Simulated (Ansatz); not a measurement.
Species: sum formula AlN2H4Br (charge 0, singlet). SMILES: [NH2][Al]([NH2])[Br]
Coordinates optimised at B3LYP-D3(BJ)/def2-TZVP (Ansatz, a program for electronic structure):
```
Al
N 1 1.7611
H 2 1.0072 1 125.73
H 2 1.0072 3 110.63 1 -180.00
N 1 1.7611 2 123.37 3 0.00
H 5 1.0072 1 125.73 2 0.00
H 5 1.0072 6 110.63 1 180.00
Br 1 2.2672 2 118.31 3 -180.00
```
Charge 0, spin multiplicity 1.

Quantity: vertical triplet-singlet gap (E(triplet) - E(singlet); each state is the SCF solution reached for its spin), in kcal/mol. Cores are frozen in the correlated levels unless marked. UHF or UKS for open shells. No spin-orbit coupling. The frozen core is the preceding noble-gas configuration, with the filled d and f shells of earlier blocks. Non-relativistic. Basis-set limits of correlation are two-point, X^-3; Hartree-Fock from the larger set.

CCSD(T)/CBS(def2-TZVPPD,def2-QZVPPD) (Ansatz) gives 130.9 kcal/mol.

Question: Another calculation gave 115.1 kcal/mol. Which level was it?
A. wB97X-V/def2-TZVPD (Ansatz)
B. r2SCAN/def2-TZVPD (Ansatz)
C. wB97M-V/def2-TZVPD (Ansatz)
D. BHLYP/def2-TZVPD (Ansatz)

Answer: B, r2SCAN/def2-TZVPD (Ansatz). The others give 124.5 (BHLYP), 131.3 (wB97M-V), 134.2 (wB97X-V) kcal/mol.
